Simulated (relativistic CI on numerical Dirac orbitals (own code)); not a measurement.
**Magnetism of Er4+, 4f10, in a crystal field**

Calculated by Dirac-Coulomb-Breit CI, KLI orbitals optimised for each configuration, a model potential for QED, valence Slater integrals scaled by 0.7, one configuration in a parametric crystal field (own radial code).

Field parameters in Wybourne normalisation; cubic f-shell fields have B⁴₄ = √(5/14) B⁴₀ and B⁶₄ = −√(7/2) B⁶₀. The field is a parameter set, without covalency.

S is read from ⟨S²⟩ = S(S + 1).

Powder χT (cm³ K mol⁻¹) by Van Vleck's formula, with temperature-independent terms:

| Field | 2 K | 5 K | 10 K | 20 K | 50 K | 100 K | 200 K | 300 K |
| --- | --- | --- | --- | --- | --- | --- | --- | --- |
| C2v, B20 = -1080, B22 = 60, B40 = -580, B42 = 180, B44 = -380, B60 = -560, B62 = -80, B64 = 250, B66 = -880 cm⁻¹ | 5.43 | 7.69 | 9.54 | 10.8 | 11.8 | 12.5 | 13.2 | 13.5 |
| D3d, B20 = 2700, B40 = 2010, B43 = 2550, B60 = 320, B63 = -120, B66 = -960 cm⁻¹ | 12 | 12 | 12.1 | 12.1 | 12.4 | 12.7 | 13.2 | 13.4 |
| D3h, B20 = 270, B40 = 20, B60 = -630, B66 = -250 cm⁻¹ | 8.88 | 9.24 | 9.79 | 10.6 | 12.2 | 13.2 | 13.6 | 13.7 |
| Oh, B40 = 2130, B60 = 680 cm⁻¹ | 1.1 | 2.74 | 5.36 | 8.68 | 11 | 11.9 | 12.8 | 13.2 |
| Oh, B40 = 1480, B60 = 740 cm⁻¹ | 1.26 | 3.15 | 6.02 | 9.09 | 11 | 11.8 | 12.7 | 13.2 |
| Oh, B40 = -1860, B60 = 940 cm⁻¹ | 8.69 | 9.66 | 9.89 | 10.2 | 11.1 | 11.9 | 12.7 | 13.1 |

(1) For D3h, B20 = 270, B40 = 20, B60 = -630, B66 = -250 cm⁻¹: what effective moment follows at 300 K?

Results:

(1) μ_eff = √(8χT) = 10.47 μB. The LS value g√(J(J + 1)) of the free ion's 5I_8 level is 10.61 μB. The level holds only 89 % of that term, so intermediate coupling accounts for much of any difference.
